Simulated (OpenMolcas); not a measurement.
**Yb3+ in a point-charge field**

Yb3+ among 8 point charges of -0.5 e arranged as a cube (Oh), 2.98 Å from the ion.

| Item | Value |
| --- | --- |
| Program | OpenMolcas 26.06 |
| Method | SS-CASPT2, IPEA 0.25 Eh, imaginary shift 0.1 Eh (closed shells correlated: 5s 5p) |
| Basis | ANO-RCC-VTZP [8s7p5d3f2g1h] |
| Scalar Hamiltonian | DKH2, point nucleus |
| Active space | 13 electrons in 7 orbitals (4f) |
| State averaging | 2S+1 = 2 odd, 7 roots |
| Spin-orbit coupling | state interaction with AMFI integrals over the reference wave functions |

The lowest spin-free states (labels of O, the rotations of Oh), above the lowest:

```json
{"State": "2T2", "Degeneracy": "3", "E (cm-1)": "0", "Free-ion L (%)": "F (100)"}
{"State": "2T1", "Degeneracy": "3", "E (cm-1)": "38", "Free-ion L (%)": "F (100)"}
{"State": "2A2", "Degeneracy": "1", "E (cm-1)": "57", "Free-ion L (%)": "F (100)"}
```

The lowest levels with spin-orbit coupling:

| E (cm-1) | Degeneracy | Label | 2S+1 | J | |mJ| (%) | g |
| --- | --- | --- | --- | --- | --- | --- |
| 0 | 4 | Γ8 | 2 | 3.50 | 3/2 (37) |  |
| 18 | 2 | Γ7 | 2 | 3.50 | 5/2 (75) | 3.43 3.43 3.43 |
| 25 | 2 | Γ6 | 2 | 3.50 | 1/2 (58) | 2.67 2.67 2.67 |
| 10310 | 4 | Γ8 | 2 | 2.50 | 1/2 (50) |  |
| 10310 | 2 | Γ7 | 2 | 2.50 | 3/2 (83) | 1.42 1.42 1.42 |

Powder χT (cm3 K/mol): 1.1 at 2 K, 1.88 at 10 K, 2.52 at 50 K, 2.56 at 100 K, 2.57 at 200 K, 2.57 at 300 K. The effective moment at 300 K is 2.828 √(χT) = 4.54 μB.

Hund's rules give f13 the level 2F7/2 with g = 1.143, so an isolated free-ion multiplet has χT = g² J(J+1) / 8 = 2.571 cm3 K/mol. The computed 2.575 at 300 K differs by 0 %, through the field's splitting, the mixing of terms and any other multiplet in reach.

Stevens parameters of the J = 7/2 multiplet, which is 25 cm-1 wide (cm-1, z along the main axis): B40 = 5.302e-04, B44 = 2.651e-03, B60 = -5.376e-04, B64 = 1.129e-02.

Roots that are degenerate in the reference are averaged as groups; the widest CASPT2 spread within a group is 29 cm-1 (the 3-fold group of multiplicity 2 near 0 cm-1 above the lowest state of its run). Shifts and gaps below about the spread of the groups concerned are not significant. This is an electrostatic model: the charges have no orbitals. No measured value stands beside these numbers.

The CASPT2 steps took 5.6 s on 1 thread of AMD EPYC 7R43 64-Core Processor (Zen 3) (shared host); the integral step is not counted.
